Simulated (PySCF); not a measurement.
# Gas-phase XPS of `C#C/C(C=C)=C(/C)C#N`, computed

Species: C₈H₇N.
Numbering: `[CH:1]#[C:2]/[C:3]([CH:4]=[CH2:5])=[C:6](/[CH3:7])[C:8]#[N:9]`

Method used: delta-SCF UKS SCAN, pcX-2 on the ionised atom, pcseg-1 elsewhere, spin-free X2C in PySCF. These are vertical core ionisation energies against the vacuum level, from separate self-consistent calculations with and without the core hole.

Problem. List the computed XPS lines with their assignment.

Solution. 
```tsv
atom(s)	environment	level	binding energy (eV)	above the level's lowest (eV)	count
C5	terminal =CH2 carbon	C 1s	290.31	0.00	1
C1	terminal alkyne carbon	C 1s	290.39	+0.08	1
C4	alkene CH carbon	C 1s	291.05	+0.74	1
C6	fully substituted alkene carbon	C 1s	291.30	+0.99	1
C7	allylic carbon	C 1s	291.34	+1.03	1
C8	nitrile carbon	C 1s	291.62	+1.31	1
C3	fully substituted alkene carbon	C 1s	291.65	+1.34	1
N9	nitrile nitrogen	N 1s	404.19	0.00	1
```

The listed C 1s values span 1.34 eV, from C5 (bonded to C (double bond) and 2 H) to C3 (bonded to C (double bond) and 2 C). The values 291.30 and 291.34 eV; the values 291.62 and 291.65 eV lie too close for their order to be trusted.

Problem. What is the longest wavelength that can ionise C 1s of C8 vertically?

Solution. λ = hc/E = 12398.42 eV Å / 291.62 eV = 42.516 Å.

Problem. Which photon energy gives electrons from C 1s of C8 a kinetic energy of 100 eV, and what is their de Broglie wavelength?

Solution. hν = 291.62 + 100 = 391.62 eV, recoil neglected; λ = 12.264 Å/√(E/eV) = 1.23 Å.

The list is incomplete; no value stands for C 1s of C2 (hole states with ⟨S²⟩ of 1 or more are left out). The unrestricted hole states depart most from a pure doublet (⟨S²⟩ = 0.75; over 0.85 named) for C 1s of C1 (0.94), C 1s of C3 (0.97), C 1s of C4 (0.97) and C 1s of C8 (0.86), which makes these values less certain. Geometry: PBE0-D3(BJ)/def2-SVP, one conformer, isolated molecule.

Conformer computed: `[CH:1]#[C:2]/[C:3]([CH:4]=[CH2:5])=[C:6](/[CH3:7])[C:8]#[N:9]`: C2–C3–C4–C5 0°.
